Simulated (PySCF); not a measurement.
C3H7ClSi, SMILES C/C=C/[SiH2]Cl.

The structure is a stationary point at PBE0-D3(BJ)/def2-SVP. The structure was generated by enumeration; whether it is a known compound was not checked. The values are those of a single conformer.

Computed with M06-2X/def2-TZVP in PySCF.

Isolated molecule, no solvent.

Computed frontier levels, gap, dipole moment and polarisability:
The highest occupied level is -9.05 eV and the lowest empty level comes out as 0.19 eV. The orbital gap is 9.23 eV, the dipole moment is 2.65 D and the quadrupole, principal values (traceless, Buckingham form, about the centre of nuclear charge) comes out as -4.16, 1.54, 2.62 D·Å. The mean static polarisability is 74.7 bohr³ (11.07 Å³) and the polarisability, principal values is 60.9, 63.8, 99.3 bohr³.
